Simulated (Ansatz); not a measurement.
Ansatz (a program for electronic structure) input for MoO₂F, SMILES [Mo](=[O])([F])=[O] (connectivity only; charge and spin as stated), neutral, multiplicity 2, ωB97X-V/def2-SVPD. Geometry: B3LYP-D3(BJ)/def2-TZVP. The geometry has at least one imaginary mode, so it is a saddle point at that level. The multiplicity is an assumed one; other spin states were not compared. The def2 effective core potentials stand for the cores of Mo; spin–orbit coupling is left out.

Ansatz 0.2 input:
```yaml
crystal:
  periodic: [false, false, false]
  atoms:
    - {symbol: Mo, position_ang: [0.00000000, 0.00000000, -0.02674852]}
    - {symbol: O, position_ang: [0.00000000, 1.40232509, -0.97004972]}
    - {symbol: O, position_ang: [0.00000000, -1.40232509, -0.97004972]}
    - {symbol: F, position_ang: [0.00000000, -0.00000000, 1.84935926]}
basis:
  gaussian:
    orbitals: def2-SVPD
hamiltonian:
  xc: {name: wB97X-V}
magnetization: {spin_polarized: true, initial_magnetization: 1}
```

Program output:

```
WARN ansatz: RAYON_NUM_THREADS=1 ignored (pool sized by the plan → 1); use --threads N
Functional definition: wB97X-V
integrals: 0.05 GiB planned
876 factors; their error is unknown
integrals: 0.09 GiB planned
277 factors; integrals over basis functions are off by at most 1.5e-5 eV
mean field: 0.69 GiB planned
mean field evaluation 1: about -8642.8384 eV, gradient 6.7e1 eV
mean field evaluation 2: about -8520.7638 eV, gradient 1.9e2 eV
mean field evaluation 4: about -8660.0103 eV, gradient 1.0e1 eV
mean field evaluation 8: about -8660.3660 eV, gradient 2.1e-1 eV
mean field evaluation 16: about -8660.4006 eV, gradient 8.0e-3 eV
mean field -8660.40063177 eV, -318.2638529871 hartree, gradient 4.9e-5 eV, S^2 0.756065; 1 other end points of the search recorded, 0 dependent functions left out
reference -8660.40062975 eV, -318.2638529129 hartree; 20, 19 occupied and 83, 84 virtual orbitals, 876 factors
Total energy: -8660.40062975 eV, -318.2638529129 hartree
```

The run converged.

Cost: very roughly 12 core-seconds.
